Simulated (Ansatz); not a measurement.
Coupled-cluster run, `[SeH][SiH]1C[SiH2]1`.

```yaml
crystal:
  periodic: [false, false, false]
  atoms:
    - {symbol: Se, position_ang: [-2.615373, 0.556601, -0.231736]}
    - {symbol: Si, position_ang: [-0.445836, 0.739292, 0.395824]}
    - {symbol: C, position_ang: [0.850691, -0.096102, -0.702681]}
    - {symbol: Si, position_ang: [0.678054, -1.144690, 0.871376]}
    - {symbol: H, position_ang: [-2.502712, 1.562066, -1.300790]}
    - {symbol: H, position_ang: [-0.065417, 2.064559, 0.939903]}
    - {symbol: H, position_ang: [1.790464, 0.435920, -0.841551]}
    - {symbol: H, position_ang: [0.501567, -0.542362, -1.631046]}
    - {symbol: H, position_ang: [0.051273, -2.476793, 0.713611]}
    - {symbol: H, position_ang: [1.840590, -1.149792, 1.789890]}
basis:
  gaussian: {orbitals: def2-TZVPP}
correlation: {method: ccsd_t}
```

```sh
$ ansatz run in.yaml --threads 4 --pin off --events-out ev --progress --plain --max-ram 10444MiB
```

Log, shortened:

```
Functional definition: HF
1451 factors; integrals over basis functions are off by at most 9.7e-4 eV
mean field evaluation 1: about -82150.1792 eV, gradient 3.1e1 eV
mean field evaluation 2: about -82150.5025 eV, gradient 3.1e1 eV
mean field evaluation 4: about -82153.5423 eV, gradient 3.6e0 eV
mean field evaluation 8: about -82153.6087 eV, gradient 2.5e-1 eV
mean field -82153.60894669 eV, -3019.0894430746 hartree, gradient 3.9e-6 eV, S^2 0.000000; 0 other end points of the search recorded, 0 dependent functions left out
20 core orbitals not correlated: weight in the atoms' cores, before any rotation towards them, 1.000 or more for the frozen orbitals, at most 0.000 for the correlated occupied ones
reference -82153.60894669 eV, -3019.0894430746 hartree; 17, 17 occupied and 210, 210 virtual orbitals, 1451 factors
second order -18.75772174 eV of doubles, -0.00000000 eV of singles
cycle   1  -19.40298565 eV  change   -6.5e-1 eV  update   1.0e-1
cycle   2  -19.97357552 eV  change   -5.7e-1 eV  update   3.0e-2
cycle   3  -20.03725297 eV  change   -6.4e-2 eV  update   1.3e-2
cycle   4  -20.02854755 eV  change    8.7e-3 eV  update   3.5e-3
cycle   5  -20.02862937 eV  change   -8.2e-5 eV  update   1.4e-3
cycle   6  -20.02819433 eV  change    4.4e-4 eV  update   4.7e-4
cycle   7  -20.02808900 eV  change    1.1e-4 eV  update   1.5e-4
cycle   8  -20.02817192 eV  change   -8.3e-5 eV  update   5.5e-5
cycle   9  -20.02818080 eV  change   -8.9e-6 eV  update   1.9e-5
perturbative correction -0.84918483 eV, -0.0312069671 hartree
Total energy: -82174.48631232 eV, -3019.8566721105 hartree
```

Run time 3 min (4 threads of an Arm Neoverse V1 on a shared host); peak host memory 4.7 GiB.

Correlation energy per correlated electron: -0.614 eV. T1 diagnostic: 0.0111.
